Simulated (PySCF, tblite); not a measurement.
Isomers of C5H5FN (doublet state), one GFN2-xTB conformer each. Single-point energies are computed at B3LYP/pcH-1 (PySCF, gas phase, no added dispersion term), electronic only. GFN2-xTB treats the open shell by occupation alone, and not every SCF solution was tested for stability.

```json
{"SMILES": "[H]/[C]=C(F)/N=C/C=C", "GFN2-xTB relative energy (kJ/mol)": "122.7"}
{"SMILES": "C=[C]/C=N/C(=C)F", "GFN2-xTB relative energy (kJ/mol)": "0.0"}
{"SMILES": "C=[C][C@@H](F)CC#N", "GFN2-xTB relative energy (kJ/mol)": "85.5"}
```

Conformers: `[H]/[C:1]=[C:2]([F:3])/[N:4]=[CH:5]/[CH:6]=[CH2:7]` (doublet state) with C1–C2–N4–C5 180°, N4–C5–C6–C7 180°; `[CH2:1]=[C:2]/[CH:3]=[N:4]/[C:5](=[CH2:6])[F:7]` (doublet state) with C3–N4–C5–C6 180°; `[CH2:1]=[C:2][C@@H:3]([F:4])[CH2:5][C:6]#[N:7]` (doublet state) with C1–C2–C3–F4 -8°, C2–C3–C5–C6 64°.

Task: What does B3LYP/pcH-1 give for the same structures?

Result: 
```tsv
SMILES	B3LYP/pcH-1 E (Eh)	B3LYP/pcH-1 (kJ/mol)	GFN2-xTB (kJ/mol)	point group
C=[C]/C=N/C(=C)F	-348.04236	0.0	0.0	–
C=[C][C@@H](F)CC#N	-348.03443	20.8	85.5	C1
[H]/[C]=C(F)/N=C/C=C	-348.00924	87.0	122.7	Cs
```

Both levels put the same isomer lowest; measured from each level's own lowest isomer, the values differ by up to 64.7 kJ/mol (C=[C][C@@H](F)CC#N: 85.5 against 20.8). Neighbours under 21 kJ/mol apart (C=[C]/C=N/C(=C)F and C=[C][C@@H](F)CC#N) can change places with a better method, another conformer or zero-point energy.

Task: What happens when harmonic zero-point energies from GFN2-xTB frequencies are added?

Result: 
```csv
SMILES,ZPE (kJ/mol),electronic (kJ/mol),with ZPE (kJ/mol)
C=[C]/C=N/C(=C)F,213.8,0.0,0.0
C=[C][C@@H](F)CC#N,216.2,20.8,23.3
[H]/[C]=C(F)/N=C/C=C,214.4,87.0,87.6
```

The zero-point energies span 2.4 kJ/mol. The order is unchanged.
